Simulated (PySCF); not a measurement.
C2H10InN3, SMILES C[N](C)[In]([NH2])[NH2], GFN2-xTB optimised geometry.

```
16

In     0.19     0.50     0.00
N      2.26     0.50     0.00
H      2.61     1.35    -0.44
H      2.67    -0.28    -0.52
N     -0.77     2.33     0.00
H     -1.78     2.25    -0.10
H     -0.45     2.93    -0.75
N     -0.76    -1.12     0.99
C      0.09    -2.28     1.14
C     -2.09    -1.47     0.58
H     -0.28    -2.88     1.98
H      0.10    -2.93     0.25
H      1.10    -1.95     1.37
H     -2.12    -2.10    -0.32
H     -2.58    -2.04     1.39
H     -2.67    -0.56     0.41
```

Density from PBE0/def2-TZVP, def2 effective core potentials past Kr in PySCF at that geometry. The core electrons that the potentials of In replace are not part of the density.

Minimum of the electron density along straight lines between bonded atoms, close to the bond critical point (lines longer than 1.1 times the sum of covalent radii, or with two minima, are not listed):

| bond | length / Å | ρ at the minimum / e bohr⁻³ | ∇²ρ there / e bohr⁻⁵ | position (fraction from the first atom) |
|---|---|---|---|---|
| In1–N2 | 2.073 | 0.105 | 0.33 | 0.51 |
| N2–H3 | 1.016 | 0.332 | -1.55 | 0.73 |
| N2–H4 | 1.016 | 0.331 | -1.55 | 0.73 |
| In1–N5 | 2.071 | 0.105 | 0.33 | 0.51 |
| N5–H6 | 1.015 | 0.333 | -1.56 | 0.73 |
| N5–H7 | 1.016 | 0.332 | -1.54 | 0.73 |
| In1–N8 | 2.117 | 0.098 | 0.28 | 0.51 |
| N8–C9 | 1.443 | 0.278 | -0.73 | 0.59 |
| N8–C10 | 1.443 | 0.278 | -0.73 | 0.59 |
| C9–H11 | 1.096 | 0.277 | -0.95 | 0.64 |
| C9–H12 | 1.102 | 0.274 | -0.92 | 0.64 |
| C9–H13 | 1.092 | 0.281 | -0.98 | 0.64 |
| C10–H14 | 1.102 | 0.274 | -0.93 | 0.64 |
| C10–H15 | 1.096 | 0.277 | -0.95 | 0.64 |
| C10–H16 | 1.092 | 0.280 | -0.97 | 0.64 |
